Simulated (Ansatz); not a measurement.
Basis sets compared for Ca₇Se₆⁺ (the lowest doublet isomer of a short search). The state is a doublet with charge 1. Geometry PBE-D4/def2-SVP, loosely relaxed. Ansatz on 2 threads of AMD EPYC 7R13 on a shared host and a share (18 GiB) of an NVIDIA H100 80GB HBM3; times are rough, and most runs start from earlier orbitals.

```xyz
13

Ca   -0.3466    0.9491   -4.1270
Ca   -1.4477   -1.9219    2.6214
Ca    2.9200   -0.6416   -0.0225
Ca    3.1926    1.4596   -2.9759
Ca   -0.7729    0.3664   -0.4216
Ca   -4.2188   -0.0243   -1.5112
Ca    0.6089    0.3194    4.5969
Se    0.8323   -0.2601    1.8861
Se   -2.3810    1.7042   -2.4005
Se   -1.3906   -1.1963    5.1941
Se    1.2052   -0.4787   -2.3196
Se    4.6907    1.1372   -0.8333
Se   -2.8920   -1.4130    0.3132
```

Single mean-field runs in def2-TZVP are fitted with def2-universal-jkfit. The geometry of the charge 1 doublet is only loosely relaxed. The structure comes from a short search, and lower isomers may exist.

| level | functions | energy (Eh) | HOMO (eV) | LUMO (eV) | wall time |
| --- | --- | --- | --- | --- | --- |
| PBE-D4/def2-SVP | 360 | -19147.0884 | -5.86 | -5.17 | 10 s |
| PBE0-D4/def2-SVP | 360 | -19147.8832 | -6.50 | -4.58 | 12 s |

(1) Estimate the rows for PBE-D4/def2-TZVP (with forces), PBE0-D4/def2-TZVP.

## Answers

(1) 
```
                         level  functions  energy (Eh)  HOMO (eV)  LUMO (eV)  wall time
PBE-D4/def2-TZVP (with forces)        540  -19149.4344      -5.89      -5.18       14 s
             PBE0-D4/def2-TZVP        540  -19150.2213      -6.52      -4.59       17 s
```
